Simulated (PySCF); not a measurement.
# Dipole response of Se (selenium, neutral)

[Ar] 3d10 4s2 4p3 5s1, high-spin 5S determinant (an excited configuration). Computed with PySCF 2.14 in dyall-av2z (16s12p8d, 92 functions), with the non-relativistic Hamiltonian (point nucleus). Coupled (time-dependent) response in atomic units; α is the mean over directions. A double-zeta set is small for polarisabilities.

```csv
method,mean α (bohr³),C₆ (like pair),S(−4)
UHF,422.3,4973,340100
PBE,292.7,3224,135400
PBE0,331.6,3811,177500
r2SCAN0,298.1,3417,131400
```

S(−4) is the Cauchy moment in α(ω) = α(0) + S(−4) ω² + …

α(iu) at PBE:

```json
{"u (hartree)": "0", "α(iu) (bohr³)": "292.7"}
{"u (hartree)": "0.0500", "α(iu) (bohr³)": "139.8"}
{"u (hartree)": "0.100", "α(iu) (bohr³)": "61.29"}
{"u (hartree)": "0.200", "α(iu) (bohr³)": "26.21"}
{"u (hartree)": "0.300", "α(iu) (bohr³)": "17.24"}
{"u (hartree)": "0.500", "α(iu) (bohr³)": "10.21"}
{"u (hartree)": "0.750", "α(iu) (bohr³)": "6.210"}
{"u (hartree)": "1.00", "α(iu) (bohr³)": "4.116"}
{"u (hartree)": "1.50", "α(iu) (bohr³)": "2.152"}
{"u (hartree)": "2.00", "α(iu) (bohr³)": "1.315"}
{"u (hartree)": "3.00", "α(iu) (bohr³)": "0.6425"}
{"u (hartree)": "5.00", "α(iu) (bohr³)": "0.2598"}
```

The outer electron is Rydberg-like, and this basis confines it to a smaller radius and binds it less than a complete one would.
